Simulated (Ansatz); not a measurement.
Geometry optimisation, RKS PBE-D4/def2-SVP (Ansatz).

The input (input.yaml):

```yaml
crystal:
  periodic: [false, false, false]
  atoms:
    - { symbol: B, position_ang: [-0.6636, 0.6071, -1.4875] }
    - { symbol: Sb, position_ang: [0.8162, 1.0852, 0.0684] }
    - { symbol: C, position_ang: [1.04017, 3.0719, -0.74272] }
    - { symbol: H, position_ang: [-0.9684, -0.4514, -1.7143] }
    - { symbol: H, position_ang: [-1.1972, 1.5307, -2.1274] }
    - { symbol: H, position_ang: [2.17009, 0.4563, -0.8725] }
    - { symbol: H, position_ang: [1.22337, 3.04943, -1.78104] }
    - { symbol: H, position_ang: [1.91299, 3.56882, -0.18144] }
    - { symbol: H, position_ang: [0.17616, 3.67281, -0.49593] }
basis:
  gaussian: { orbitals: def2-SVP }
hamiltonian:
  xc: pbe
  dispersion: d4
relax:
  f_tol: 0.015
  max_steps: 40
```

Launched with:

```bash
$ ansatz run input.yaml --threads 1 --pin off --max-ram 2048MiB --backend cpu --events-out ev --progress --plain --runs-dir out
```

**Question.** Where does it end, and by what steps?

**Answer.** The forces met the threshold. After 8 steps the energy has fallen by 0.344 eV; H5 moved furthest, 0.52 Å.

```json
{"step": "0", "energy less start (eV)": "0.0000", "largest force component (eV/Å)": "2.585", "accepted": "yes"}
{"step": "1", "energy less start (eV)": "-0.2296", "largest force component (eV/Å)": "1.460", "accepted": "yes"}
{"step": "2", "energy less start (eV)": "-0.3090", "largest force component (eV/Å)": "0.386", "accepted": "yes"}
{"step": "3", "energy less start (eV)": "-0.3333", "largest force component (eV/Å)": "0.134", "accepted": "yes"}
{"step": "4", "energy less start (eV)": "-0.3405", "largest force component (eV/Å)": "0.062", "accepted": "yes"}
{"step": "5", "energy less start (eV)": "-0.3420", "largest force component (eV/Å)": "0.080", "accepted": "yes"}
{"step": "6", "energy less start (eV)": "-0.3426", "largest force component (eV/Å)": "0.093", "accepted": "yes"}
{"step": "7", "energy less start (eV)": "-0.3436", "largest force component (eV/Å)": "0.024", "accepted": "yes"}
{"step": "8", "energy less start (eV)": "-0.3438", "largest force component (eV/Å)": "0.005", "accepted": "yes"}
```

```xyz
9
Properties=species:S:1:pos:R:3
B -0.748 0.549 -1.548
Sb 0.739 1.147 -0.025
C 1.165 3.192 -0.716
H -0.804 -0.607 -1.923
H -1.614 1.332 -1.889
H 2.090 0.373 -0.778
H 1.454 3.195 -1.782
H 1.980 3.614 -0.099
H 0.248 3.794 -0.574
```

Whether the end is a true minimum wasn't checked by a vibrational analysis.

Run time: 24 s on 1 thread of Arm Neoverse V1, with other jobs on the host, peak memory 0.12 GiB.
